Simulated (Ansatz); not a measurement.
Mulliken charges of CH6OSiTe (`OC[SiH2][TeH]`) from PBE/def2-TZVPP in Ansatz (PBE0-D4/def2-TZVP geometry).

| atom | x (Å) | y (Å) | z (Å) | charge (e) |
| --- | --- | --- | --- | --- |
| O1 | -1.475 | 0.802 | -0.979 | -0.293 |
| C2 | -0.810 | 0.691 | 0.265 | -0.059 |
| Si3 | 0.381 | -0.777 | 0.378 | 0.122 |
| Te4 | 2.240 | -0.702 | -1.278 | -0.025 |
| H5 | -1.931 | -0.024 | -1.161 | 0.188 |
| H6 | -0.252 | 1.621 | 0.404 | 0.095 |
| H7 | -1.521 | 0.629 | 1.104 | 0.092 |
| H8 | -0.364 | -2.020 | 0.029 | -0.054 |
| H9 | 0.901 | -0.884 | 1.768 | -0.051 |
| H10 | 2.914 | 0.613 | -0.526 | -0.014 |

Task: By hand: the dipole of these point charges (1 e Å = 4.8032 D).

Result: Σ q r = (-0.124, 0.000, 0.187) e Å, of length 0.224 e Å = 1.08 D.

Task: How does the dipole of the full density compare? (An estimate is asked.)

Result: Computed: (-0.168, -0.099, 0.213) e Å, 1.39 D; the point charges give 0.78 times that, at 21° from its direction.

Point charges leave out the atoms' own dipoles, such as those of lone pairs, and Mulliken's split depends on the basis, so the two needn't agree.
